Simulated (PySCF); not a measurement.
C2H5Be, multiplicity 2. Atoms are numbered in the order given.

```xyz
8

Be    -0.6258    -1.7134     0.0000
C      0.4387    -0.3900     0.0000
C     -0.2025     1.0087     0.0000
H      1.1021    -0.4940     0.8714
H      1.1021    -0.4940    -0.8714
H     -0.8343     1.1631    -0.8786
H     -0.8343     1.1631     0.8786
H      0.5504     1.8032     0.0000
```
Charge 0, spin multiplicity 2.

Coordinates come from a r2SCAN-D4/def2-TZVP optimisation. The multiplicity is an assumed one; other spin states were not compared. The isomer is the one that the SMILES or the coordinates give; other isomers of the formula were not compared.

All values below come from PBE0/def2-TZVPD in PySCF.

Isolated molecule, no solvent.

| Item | Value |
|---|---|
| total energy | -93.79721 hartree |
| point group | Cs |
| α spin, highest occupied and lowest empty level | -5.42 and -0.94 eV |
| β spin, highest occupied and lowest empty level | -7.90 and -1.57 eV |
| dipole moment | 0.39 D |
| quadrupole, principal values (traceless, Buckingham form, about the centre of nuclear charge) | -4.51, 1.91, 2.60 D·Å |
| mean static polarisability | 57.8 bohr³ (8.56 Å³) |
| polarisability, principal values | 54.4, 55.9, 63.1 bohr³ |
| ⟨S²⟩ | 0.751 (pure state 0.75) |
